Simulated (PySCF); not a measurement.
C₃H₇FNSi (doublet state).
Numbering: `[F:1][C@H:2]1[CH2:3][NH:4][SiH:5][CH2:6]1` (hydrogens: H7 on C2; H8, H9 on C3; H10 on N4; H11 on Si5; H12, H13 on C6)

Cartesian coordinates in Å at the GFN2-xTB level; atoms count from 1:
```xyz
13
C3H7FNSi angstrom
F     -1.4999    1.3568   -1.0756
C     -0.7287    0.8019   -0.0698
C     -0.9607   -0.7090   -0.0222
N      0.1398   -1.2656    0.7204
Si     1.5687   -0.3090    0.7462
C      0.7471    1.0642   -0.2919
H     -1.0702    1.2676    0.8625
H     -1.9205   -0.9427    0.4489
H     -0.9863   -1.0890   -1.0545
H      0.0250   -2.2139    1.0313
H      2.6974   -0.9646    0.0756
H      1.0080    2.0885   -0.0397
H      0.9759    0.9152   -1.3488
```

The hyperfine couplings belong to this conformer and change with its torsions.

Computed, not measured: PySCF 2.14.0, UKS B3LYP, pcH-1 on C F H N Si, non-relativistic, mean-field spin-orbit, GIAO. Isolated species at its GFN2-xTB geometry (one conformer only). A GFN2-xTB geometry isn't a minimum of the functional, and hyperfine couplings can be far from their values at a DFT geometry, by a factor of two or more for some ions and for spin on atoms past the first row. No stability test was run, so a lower SCF solution isn't excluded.

Q: Give the principal g shifts and their parts.

A: 
| Δg (ppm) | 1 | 2 | 3 |
| --- | --- | --- | --- |
| relativistic mass correction | -153 | -153 | -153 |
| gauge correction | 56 | 25 | 75 |
| orbital Zeeman/spin–orbit | -381 | 231 | 1580 |
| total | -478 | 103 | 1503 |

So g = 2.00184, 2.00242, 2.00382 and g_iso = 2.00270; the tensor is rhombic: the two nearest values differ by 29 % of g3 − g1. 

Q: What effective moment and Curie constant follow for a powder?

A: With the mean of g² = 4.0108 and S(S+1) = 0.75: μ_eff = √(⟨g²⟩S(S+1)) = 1.734 μB and χT = 0.12505·⟨g²⟩·S(S+1) = 0.376 cm³ K/mol (cgs; spin-Hamiltonian part alone).

Q: At 9.362 GHz, how far is the centre of the isotropic spectrum from where a free electron (g = 2.002319) resonates?

A: B = hν/(g μB) with μB/h = 13.99624 MHz/mT gives 334.06 mT for the free electron and 334.00 mT at g_iso, 0.06 mT lower.

Q: In a frozen sample, at which fields do the three g values resonate at 9.5, 34, 94 and 263 GHz (hyperfine left aside), and which band first spreads them over more than twice a line width of 1.0 mT?

A: 
```json
{"band": "X", "GHz": "9.5", "B(g3) mT": "338.73", "B(g2) mT": "338.97", "B(g1) mT": "339.06", "spread mT": "0.34"}
{"band": "Q", "GHz": "34.0", "B(g3) mT": "1212.29", "B(g2) mT": "1213.14", "B(g1) mT": "1213.49", "spread mT": "1.20"}
{"band": "W", "GHz": "94.0", "B(g3) mT": "3351.64", "B(g2) mT": "3353.98", "B(g1) mT": "3354.95", "spread mT": "3.32"}
{"band": "J", "GHz": "263.0", "B(g3) mT": "9377.46", "B(g2) mT": "9384.01", "B(g1) mT": "9386.74", "spread mT": "9.28"}
```

The spread grows in proportion to the frequency. W band is the first where it exceeds 2.0 mT.

Largest spin populations (Mulliken): Si5 (+0.76), N4 (+0.12) and H11 (+0.09). No atom but Si5 exceeds +0.15. The angles at Si5 add up to 318.4°, so it is pyramidal.

The HOMO–LUMO gaps are 5.45 eV among the α and 4.68 eV among the β orbitals.
